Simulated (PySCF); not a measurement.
# Partial charges of `C=C([SiH2]N)C(=O)CC`

C₅H₁₁NOSi.
Cartesian coordinates in Å at the GFN2-xTB level; atoms count from 1:
```xyz
19
C5H11NOSi angstrom
C      0.4770   -1.3695   -1.4744
C      0.6384   -0.6849   -0.3469
Si     2.2736   -0.5569    0.6100
N      2.8331    1.0521    0.3574
C     -0.4187    0.1207    0.2873
O     -0.1181    0.8592    1.2052
C     -1.8429   -0.0041   -0.2092
C     -2.8120    0.8450    0.6027
H      1.2950   -1.9285   -1.8983
H     -0.4483   -1.4015   -2.0310
H      3.2689   -1.4184   -0.0322
H      2.0308   -1.0035    1.9876
H      2.1917    1.7927    0.5988
H      3.7581    1.2885    0.6801
H     -1.8628    0.3040   -1.2577
H     -2.1289   -1.0580   -0.1671
H     -3.8262    0.7299    0.2279
H     -2.7874    0.5488    1.6485
H     -2.5313    1.8936    0.5439
```

Density: PBE0/pcSseg-1 (PySCF); schemes: Mulliken, IAO, Hirshfeld and ESP-fitted. One conformer (not necessarily the lowest) at the GFN2-xTB geometry, without solvent, vibrations or thermal averaging.

Tabulate the Mulliken, IAO, Hirshfeld and ESP-fitted charges.

In e:

```
atom                      environment  Mulliken     IAO  Hirshfeld  ESP-fitted
  C1             terminal =CH2 carbon    -0.037  -0.250     -0.057      -0.180
  C2  fully substituted alkene carbon    -0.565  -0.313     -0.100      -0.495
 Si3                     SiH2 silicon    +0.837  +0.898     +0.345      +0.698
  N4           silicon-bound nitrogen    -0.618  -0.840     -0.323      -0.964
  C5           ketone carbonyl carbon    +0.276  +0.376     +0.165      +0.750
  O6                    ketone oxygen    -0.391  -0.423     -0.200      -0.511
  C7    sp3 carbon next to a carbonyl    -0.301  -0.305     -0.073      -0.058
  C8                    methyl carbon    -0.230  -0.415     -0.121      -0.405
  H9                 vinylic hydrogen    +0.125  +0.160     +0.056      +0.162
 H10                 vinylic hydrogen    +0.119  +0.148     +0.052      +0.108
 H11                    Si–H hydrogen    -0.142  -0.150     -0.090      -0.129
 H12                    Si–H hydrogen    -0.119  -0.162     -0.095      -0.161
 H13                     N–H hydrogen    +0.202  +0.268     +0.105      +0.368
 H14                     N–H hydrogen    +0.188  +0.258     +0.115      +0.370
 H15               methylene hydrogen    +0.152  +0.154     +0.050      +0.067
 H16               methylene hydrogen    +0.149  +0.154     +0.048      +0.050
 H17                  methyl hydrogen    +0.112  +0.141     +0.042      +0.113
 H18                  methyl hydrogen    +0.122  +0.150     +0.040      +0.111
 H19                  methyl hydrogen    +0.121  +0.150     +0.040      +0.106
```

Mean size of the charges over all atoms: ESP-fitted 0.306 e, IAO 0.301 e, Mulliken 0.253 e, Hirshfeld 0.111 e. Each set sums to the total charge, 0, to within 0.001 e. The Hirshfeld scheme divides the density at each point in proportion to the densities of the neutral, spherically averaged free atoms. The IAO scheme projects the occupied orbitals on a minimal set of polarised atomic orbitals and counts the electrons in each atom's part of it.

Lowest charge. All schemes agree: Mulliken N4 (-0.618); IAO N4 (-0.840); Hirshfeld N4 (-0.323); ESP-fitted N4 (-0.964).

Highest charge. The schemes don't all agree: Mulliken Si3 (+0.837); IAO Si3 (+0.898); Hirshfeld Si3 (+0.345); ESP-fitted C5 (+0.750).

Sum the charges by element, for elements with more than one atom.

```
element  atoms  Mulliken     IAO  Hirshfeld  ESP-fitted
      C      5    -0.857  -0.907     -0.186      -0.388
      H     11    +1.030  +1.271     +0.362      +1.165
```

How many electrons does the Hirshfeld scheme count on Si3?

Z − q = 14 − (+0.345) = 13.655.

How closely do the schemes follow one another over all atoms?

Correlation coefficient and root-mean-square difference: IAO with Hirshfeld 0.99, 0.232 e; Mulliken with IAO 0.96, 0.108 e; Hirshfeld with ESP-fitted 0.95, 0.271 e; Mulliken with Hirshfeld 0.95, 0.195 e; IAO with ESP-fitted 0.94, 0.136 e; Mulliken with ESP-fitted 0.91, 0.174 e.
